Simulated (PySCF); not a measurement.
How methods differ on the excitation energy of Mg

Mg [Ne] 3s2 (1S) → Mg [Ne] 3d2 (3F), as a difference of total energies. Computed with PySCF 2.14 in aug-cc-pVTZ (6s5p3d2f, 50 functions), with no relativity, point nucleus. Correlated levels: valence: [Ne] frozen. The calculations carry no spin-orbit coupling.

```csv
method,excitation energy (eV)
UHF,13.382
MP2 (valence),13.912
SCS-MP2 (valence),14.118
CCSD (valence),13.931
```

How much does correlation contribute at MP2 (valence)?

13.912 − (13.382) = 0.530 eV, measured against UHF.

The upper state lies above the first ionisation limit, where it may autoionise and the basis confines it.

The promoted electron is Rydberg-like, and one or two diffuse shells describe it only roughly, which tends to raise the upper state.

With two correlated electrons CCSD is exact in that space.

The coupled-cluster amplitudes are large for the upper state (T1 above 0.03 or a double amplitude above 0.15), so a single reference is strained.
